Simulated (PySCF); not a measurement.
## Calculated properties of `C(=C)[SiH2][Si@@H]([SiH3])Cl`

C2H9ClSi3.
Geometry (GFN2-xTB, Å), atoms numbered from 1 in this order:
```
atom  x, y, z in Å
C1     1.591    1.564    0.453
C2     2.061    0.582   -0.300
Si3    1.262   -1.113   -0.511
Si4   -0.853   -1.105    0.465
Si5   -2.448    0.429   -0.260
Cl6   -1.639   -2.991    0.191
H7     2.090    2.516    0.547
H8     0.676    1.460    1.017
H9     2.986    0.754   -0.838
H10    1.213   -1.381   -1.959
H11    2.209   -2.099    0.037
H12   -0.735   -1.036    1.934
H13   -1.905    1.787   -0.160
H14   -3.696    0.419    0.508
H15   -2.818    0.220   -1.662
```

Some functional groups and rings: C=C double bond, Si–H bond and C–Si bond.

**GFN2-xTB geometry**

* Point group of the GFN2-xTB geometry: C1
* Rotational constants A, B, C of the GFN2-xTB geometry: 1.746, 0.951, 0.667 GHz

From CAM-B3LYP/def2-SVPD ground state and vertical TDDFT (core frozen in the response) (PySCF):

- Dipole moment: 2.10 D
- HOMO energy: -9.21 eV
- LUMO energy: 0.04 eV
- HOMO–LUMO gap: 9.25 eV
- Lowest singlet excitation: 5.91 eV (210 nm, f = 0.010)
- Strongest line among the 8 lowest singlet transitions: S6 at 7.16 eV (173 nm, f = 0.178)
- Lowest triplet excitation (Tamm–Dancoff): 4.37 eV
- Static isotropic polarisability: 122.2 au
- Electronic spatial extent ⟨r²⟩ about the centre of nuclear charge: 1715 bohr²

**PBE0/pcSseg-1 ground state and GIAO shieldings, non-relativistic (PySCF)**

- Lowest Hirshfeld atomic charge: -0.14 e on C2/Cl6
- Highest Hirshfeld atomic charge: +0.24 e on Si3
- 13C chemical shifts (computed TMS as zero) by class: 144.6 (C1), 140.8 (C2) ppm
- 1H chemical shifts (computed TMS as zero) by class: 6.53 (H9), 6.30 (H7), 5.99 (H12), 5.68 (H8), 4.65 (H11), 4.47 (H10), 3.68 (H13/H14/H15) ppm
- Isotropic shieldings of nuclei other than C and H, by class: 372 (Si4), 419 (Si3), 458 (Si5), 1086 (Cl6) ppm
- Mayer bond orders between heavy atoms: C1–C2 1.99, C2–Si3 0.89, Si3–Si4 0.87, Si4–Si5 0.87, Si4–Cl6 0.90

Monoisotopic mass from the formula: 151.9701 u.

The rotational constants make it an asymmetric top with κ = (2B − A − C)/(A − C) = -0.47, nearer the prolate limit (−1). The dipole equals about 7.0 × 10⁻³⁰ C·m (1 D = 3.33564 × 10⁻³⁰ C·m). With B = h/(8π²I), that is 505.379 GHz u Å² over I, the principal moments of inertia are 289.4, 531.3 and 758.1 u Å² (most abundant isotopes). The 8 singlets span 5.91 to 7.35 eV, and their oscillator strengths add up to 0.38. S1 lies 3.34 eV below the HOMO–LUMO gap; its leading configuration is HOMO→LUMO, weight 0.88. The principal polarisabilities are 99.6, 132.7 and 134.4 au; their mean is the isotropic value. The vertical singlet–triplet gap S1 − T1 is 1.54 eV (TDDFT singlet less Tamm–Dancoff triplet).

Isolated species at its GFN2-xTB geometry (one conformer only). NMR classes are plain means over equivalent atoms (diastereotopic ones count apart unless rotation or inversion swaps them), as if these changed places fast; in this geometry the members of some classes differ.
